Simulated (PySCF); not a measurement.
C₃H₈As, SMILES [CH2][As](C)C, multiplicity 2.

Coordinates come from a PBE0-D3(BJ)/def2-SVP optimisation. The isomer is the one that the SMILES or the coordinates give; other isomers of the formula were not compared.

The numbers are results of ωB97X/def2-TZVP (PySCF), not measurements.

Gas-phase values at a fixed geometry.

```json
{
 "total_energy": "-2354.99707 hartree",
 "point_group": "Cs",
 "α spin, highest occupied and lowest empty level": "-7.77 and 3.07 eV",
 "β spin, highest occupied and lowest empty level": "-9.01 and 0.17 eV",
 "dipole_moment": "0.82 D",
 "quadrupole, principal values (traceless, Buckingham form, about the centre of nuclear charge)": "-4.62, 1.69, 2.93 D·Å",
 "mean_static_polarisability": "68.4 bohr³ (10.14 Å³)",
 "polarisability_principal_values": "57.5, 72.1, 75.6 bohr³",
 "⟨S²⟩": "0.758 (pure state 0.75)"
}
```
